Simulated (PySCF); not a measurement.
C₄H₂ClN₃O₂.
Z-matrix (Å and degrees, PBE0-D3(BJ)/def2-SVP geometry), rows numbered from 1:
```
O 
C   1  1.1978
O   2  1.3283  1  124.83
C   2  1.5160  1  123.09  3  -179.94
N   4  1.3279  2  116.22  1    -5.30
C   5  1.3274  4  114.47  2   179.44
N   6  1.3296  5  125.48  4    -0.37
C   7  1.3233  6  114.28  5     0.33
Cl  8  1.7156  7  116.99  6   179.93
N   8  1.3235  7  125.99  6     0.13
H   3  0.9697  2  106.50  1    -0.34
H   6  1.0962  5  117.52  4   179.70
```

The closed-shell ground state was solved at several levels (PySCF, density fitting, gas phase, non-relativistic).

| level | basis functions | HOMO (eV) | LUMO (eV) | gap (eV) | dipole (D) |
| --- | --- | --- | --- | --- | --- |
| wB97X-D/def2-SVPD | 229 | -10.47 | -1.24 | 9.23 | 0.52 |
| PBE0/pcSseg-1 | 187 | -8.50 | -2.93 | 5.57 | 0.51 |

**Question.** Estimate the row for CAM-B3LYP/pcSseg-1, a basis of 187 functions; the other rows only guide the guess.

**Answer.** HOMO -9.94 eV, LUMO -1.78 eV, gap 8.16 eV, dipole 0.47 D.

**Question.** Over all these levels, which gives the widest orbital gap and which the narrowest?

**Answer.** wB97X-D/def2-SVPD (range-separated hybrid) has the widest, 9.23 eV, and PBE0/pcSseg-1 (global hybrid, 25 % exact exchange) the narrowest, 5.57 eV. Functional and basis both differ between the two, so the spread mixes both effects.

**Question.** How far do the dipole and the HOMO energy spread over the levels?

**Answer.** The dipole runs from 0.47 to 0.52 D (mean 0.50 D) and the HOMO from -10.47 to -8.50 eV.

One conformer stands for the species.
